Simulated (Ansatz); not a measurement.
Reactions of C$_{2}$H$_{5}$FOSi (`C=C(F)O[SiH3]`).

Program: Ansatz. Geometries: PBE0-D4/def2-TZVP. ΔE: electronic, gas phase. CCSD(T)/CBS adds triple-zeta CCSD(T) − MP2 to the extrapolated MP2 energy (def2 sets, frozen cores). This one scheme is used for every species, atoms too. Double bonds are as drawn, so ΔE can hold a change between cis and trans. DFT in def2-TZVPP. Open shells (•) are unrestricted, without spin–orbit coupling. Spin–orbit coupling would lower the free atoms: a little for C, F, O, Si. def2 core potentials past Kr. For Ga, Sn outer-core shells are correlated without core-valence functions, so the limit isn't a true one: a few kJ/mol of doubt a bond, and 10 to 20 or more in all where bonds break to atoms. Scalar relativity is left out up to krypton. One conformer a species, not always the lowest.

```tsv
reaction	PBE0-D4 (kJ/mol)
`C=C(F)O[SiH3]` + `[OH][GaH][SH]` → `[SiH3][O][GaH][SH]` + `C=C(O)F`	-20
`C=C(F)O[SiH3]` → `C=CO[SiH2]F`	-187
`C=C(F)O[SiH3]` + `C[NH][SnH]([F])[Cl]` → `C=C(F)O[SiH2]C` + `[NH2][SnH]([F])[Cl]`	-95
`C=C(F)O[SiH3]` → 2 C• + F• + 5 H• + O• + Si•	3809
`C=C(F)O[SiH3]` + HCl → `C=C(Cl)O[SiH3]` + H–F	4
`C=C(F)O[SiH3]` + `F/C=C/F` → `C=C(F)/C(F)=C/F` + `O[SiH3]`	-39
`C=C(F)O[SiH3]` → `F[SiH2]C1CO1`	-26
`C=C(F)O[SiH3]` → `C=C(F)[SiH2]O`	-35
`C=C(F)O[SiH3]` + `[OH][Sn][F]` → `[F][Sn][O][SiH3]` + `C=C(O)F`	-28
`C=C(F)O[SiH3]` + `BN[SiH3]` → `BN([SiH3])[SiH3]` + `C=C(O)F`	41
```

Task: Give the CCSD(T)/CBS values in the same order. (Estimate.)

Result: The calculation gave: -18, -208, -93, 3813, -4, -42, -29, -46, -27, 44 kJ/mol.

Largest T1 diagnostic: 0.018, for `[OH][Sn][F]`.
